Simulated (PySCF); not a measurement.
C3H7B2FO.
Bonds: B1–O2, O2–B3, B3–C4, C4–C5 (double), C4–C6, C6–F7. Hydrogens: H8, H9 on B1; H10 on B3; H11, H12 on C5; H13, H14 on C6.

Torsions of this conformer, `[BH2:1][O:2][BH:3][C:4](=[CH2:5])[CH2:6][F:7]`: O2–B3–C4–C5 174°, B3–C4–C6–F7 -53°.

The closed-shell ground state was solved at several levels (PySCF, density fitting, gas phase, non-relativistic). Isolated species at its GFN2-xTB geometry (one conformer only).

```json
{"level": "B3LYP/pcJ-1", "basis functions": "259", "HOMO (eV)": "-7.90", "LUMO (eV)": "-1.60", "gap (eV)": "6.30", "dipole (D)": "2.17"}
{"level": "PBE0/pcSseg-1", "basis functions": "154", "HOMO (eV)": "-8.13", "LUMO (eV)": "-1.40", "gap (eV)": "6.73", "dipole (D)": "2.17"}
```

Q: What might CAM-B3LYP/def2-SVPD (202 basis functions) give for the same quantities?

A: HOMO -9.50 eV, LUMO -0.33 eV, gap 9.17 eV, dipole 2.18 D.

Q: Over all these levels, which gives the widest orbital gap and which the narrowest?

A: CAM-B3LYP/def2-SVPD (range-separated hybrid) has the widest, 9.17 eV, and B3LYP/pcJ-1 (global hybrid, 20 % exact exchange) the narrowest, 6.30 eV. Functional and basis both differ between the two, so the spread mixes both effects.

Q: How far do the dipole and the HOMO energy spread over the levels?

A: The dipole runs from 2.17 to 2.18 D (mean 2.17 D) and the HOMO from -9.50 to -7.90 eV.
